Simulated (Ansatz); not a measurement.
A trace of molecular dynamics of CH$_{6}$FNO$_{2}$Si (12 atoms, charge 0, multiplicity 1).

Method: Ansatz 0.2.0, UKS revPBE-D4/STO-3G.

```
ensemble        : NVT, Nosé–Hoover chain
set temperature : 300 K
thermostat      : time constant 20 fs, chain length 1
seed            : 517862
```

```
time (fs)  T (K)  potential energy less start (eV)  conserved less start (meV/atom)
      0.0    300                             0.000                             0.00
      4.0    229                             0.094                             0.02
      8.0    150                             0.204                             0.05
     12.0    150                             0.218                             0.07
     16.0    165                             0.224                             0.06
     20.0    199                             0.211                             0.03
     24.0    223                             0.214                             0.02
     28.0    252                             0.222                             0.02
     32.0    291                             0.239                             0.05
     36.0    237                             0.391                             0.10
     40.0    246                             0.467                             0.12
     44.0    402                             0.357                             0.08
     48.0    570                             0.243                             0.02
     52.0    508                             0.403                             0.03
     56.0    373                             0.624                             0.10
     60.0    370                             0.670                             0.14
     64.0    363                             0.703                             0.14
     68.0    354                             0.716                             0.09
     72.0    411                             0.637                             0.06
     76.0    469                             0.551                             0.04
     80.0    392                             0.625                             0.09
     84.0    289                             0.724                             0.14
     88.0    279                             0.699                             0.12
     92.0    359                             0.551                             0.10
     96.0    472                             0.342                             0.04
    100.0    396                             0.368                             0.04
```

**Question.** Is this trajectory sound?

**Answer.** The conserved energy stayed within 0.17 meV per atom of its start (net change 0.042 meV per atom), so the integration is sound. The mean temperature of the second half is 29 % above the set value. A run of 0.1 ps of so small a system gives no equilibrium averages. Limits of this set-up: minimal basis. The time step was 0.25 fs.

Run time: 12 min on 1 thread of AMD EPYC 9R45 96-Core Processor (Zen 5), on a shared host, peak memory 0.15 GiB.
